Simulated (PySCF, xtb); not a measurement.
B2H6O4Si, SMILES OB([SiH2]B(O)O)O.

GFN2-xTB (xtb) at its own geometry gives an orbital gap of 3.49 eV and a dipole moment of 2.57 D.

Coordinates come from a B3LYP-D3(BJ)/def2-SVP optimisation. This is a generated structure with no PubChem entry under its InChIKey; it may be hypothetical. Other conformers were not sampled.

Q: What does r2SCAN/def2-TZVP (PySCF) give? (An estimate is asked for; the answer gives what the named calculation found.)

A: gap 5.54 eV (levels -6.73 and -1.18 eV), dipole 2.35 D.
